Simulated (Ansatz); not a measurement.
`CC1=[N+](C)[In-]([Cl])([Cl])[N]1C` + `N=C=O` → `O=C=[N][In]([Cl])[Cl]` + `C/N=C(\C)NC`  (ligand exchange at the In–N bond)

Computed with Ansatz on PBE0-D4/def2-TZVP structures; ΔE is electronic, products minus reactants. CCSD(T)/CBS is the MP2 limit (def2-TZVPP, def2-QZVPP) plus CCSD(T) − MP2 in def2-TZVPP, frozen cores. This one scheme is used for every species. Functionals use def2-TZVPP. Elements past krypton have def2 core potentials. For In outer-core shells are correlated without core-valence functions, which leaves a few kJ/mol of doubt a bond. One conformer a species, not always the lowest.

`CC1=[N+](C)[In-]([Cl])([Cl])[N]1C`:

```xyz
18

C     1.311   -0.952   -0.715
C     0.208   -0.157   -0.104
N    -0.441    0.780   -0.778
C    -0.158    1.111   -2.146
In   -1.708    1.249    0.912
Cl   -3.926    0.564    0.790
Cl   -1.305    3.261    2.005
N    -0.215   -0.305    1.140
C     0.328   -1.249    2.078
H     0.951   -1.457   -1.614
H     2.121   -0.286   -1.022
H     1.709   -1.695   -0.028
H     0.878    1.441   -2.290
H    -0.805    1.931   -2.456
H    -0.344    0.272   -2.827
H     0.208   -2.286    1.746
H     1.390   -1.072    2.283
H    -0.204   -1.150    3.024
```

`N=C=O`:

Cartesian coordinates in Å:
```
N 0.538 0.484 0.251
C -0.381 -0.289 0.115
O -1.282 -1.020 0.123
H 1.125 0.825 -0.488
```

`O=C=[N][In]([Cl])[Cl]`:

```xyz
6

O    -1.788    1.113   -2.041
C    -0.852    0.867   -1.394
N     0.165    0.666   -0.775
In    0.639   -0.464    0.812
Cl    2.801   -0.443    1.553
Cl   -0.964   -1.739    1.845
```

`C/N=C(\C)NC`:

Z-matrix (Å, degrees):
```
C
N 1 1.439
H 1 1.100 2 113.1
H 1 1.099 2 112.7 3 121.6
H 1 1.091 2 109.2 3 -119.4
C 2 1.274 1 118.3 3 -57.9
N 6 1.368 2 119.4 1 -176.4
C 6 1.503 2 125.4 1 1.8
C 7 1.439 6 120.3 2 -8.3
H 7 1.004 6 116.5 2 -160.8
H 8 1.091 6 112.3 2 -179.3
H 8 1.093 6 110.1 2 -58.7
H 8 1.093 6 110.3 2 59.2
H 9 1.096 7 112.4 6 -60.6
H 9 1.091 7 109.7 6 58.4
H 9 1.090 7 109.0 6 177.8
```

```
             level  ΔE (kJ/mol)  difference from CCSD(T)/CBS
           PBE0-D4         63.3                         -7.2
          BHLYP-D4         59.5                        -11.0
           ωB97X-V         61.8                         -8.7
           ωB97M-V         61.0                         -9.5
              PBE0         55.5                        -15.0
           r2SCAN0         60.4                        -10.1
RPA@PBE/def2-TZVPP         69.5                         -1.0
       HF/def2-SVP         53.8                        -16.7
SCS-MP2/def2-QZVPP         65.5                         -5.0
      HF/CBS(def2)         36.4                        -34.1
       CCSD(T)/CBS         70.5                            0
```

Largest T1 diagnostic among the species: 0.018.

At CCSD(T), def2-SVP lies +5.2 kJ/mol from the extrapolated value and def2-TZVPP −2.4 kJ/mol. From BLYP to BHLYP (50 % exact exchange), in def2-TZVPP and without D4, ΔE moves by +3.1 kJ/mol.

CCSD(T)/CBS has its own doubt, a few kJ/mol and more with outer-core shells, so smaller differences from it don't rank the levels.
